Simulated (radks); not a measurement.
Values are calculated unless marked as measured or tabulated.
The gadolinium ion Gd3+, 61 electrons, occupied as [Xe] 4f6 5d1 (not the ground configuration).

Code: a radial shooting solver on a logarithmic mesh with Libxc functionals. Model: scalar-relativistic Kohn-Sham, BLYP, spin-unpolarised, spherical densities, finite nucleus; Fermi nuclear charge, rms radius 5.1569 fm.

Energy parts (eV):
| part | energy |
|---|---|
| total | -306651.65 |
| kinetic | 329251.34 |
| electron-nucleus | -745971.29 |
| Hartree | 116822.86 |
| exchange-correlation | -6754.56 |

Orbitals (lengths in bohr, moments of r in powers of bohr; <r^-3> diverges for s and p1/2; r(max) is where P^2 peaks):
| orbital | occ. | eigenvalue (eV) | r(max) | <r^-3> | <r^2> | <r> |
|---|---|---|---|---|---|---|
| 1s | 2 | -50134.09 | 0.01392 | - | 0.0006549 | 0.02191 |
| 2s | 2 | -8306.278 | 0.07901 | - | 0.01028 | 0.09329 |
| 2p | 6 | -7396.415 | 0.06394 | 11430 | 0.008281 | 0.08236 |
| 3s | 2 | -1868.237 | 0.2243 | - | 0.06826 | 0.2444 |
| 3p | 6 | -1586.328 | 0.2201 | 2396 | 0.06843 | 0.2430 |
| 3d | 10 | -1213.796 | 0.1800 | 323.2 | 0.05749 | 0.2212 |
| 4s | 2 | -402.9046 | 0.5151 | - | 0.3437 | 0.5519 |
| 4p | 6 | -309.7532 | 0.5374 | 538.6 | 0.3873 | 0.5837 |
| 4d | 10 | -180.8026 | 0.5574 | 61.08 | 0.4635 | 0.6325 |
| 4f | 6 | -40.6326 | 0.5590 | 8.725 | 0.8271 | 0.8081 |
| 5s | 2 | -78.4922 | 1.180 | - | 1.900 | 1.301 |
| 5p | 6 | -54.8880 | 1.325 | 81.00 | 2.526 | 1.496 |
| 5d | 1 | -26.4928 | 1.743 | 5.221 | 5.021 | 2.091 |
| 6s | 0 | -23.7656 | 2.830 | - | 10.37 | 3.055 |
| 6p | 0 | -18.2656 | 3.337 | 14.32 | 14.32 | 3.587 |

The highest occupied level is 5d at -26.493 eV. Summed over all electrons, <r^2> = 37.78 bohr^2, which gives a Langevin (diamagnetic) susceptibility term of -29.9 x 10^-6 cm^3/mol. The density falls to 0.001 e/bohr^3 at r = 3.47 bohr.

Run on one thread of a shared host, so times are rough (AMD EPYC 7R43 64-Core Processor): 0.15 s of CPU time, 0.15 s wall, 15 iterations on 2259 mesh points.
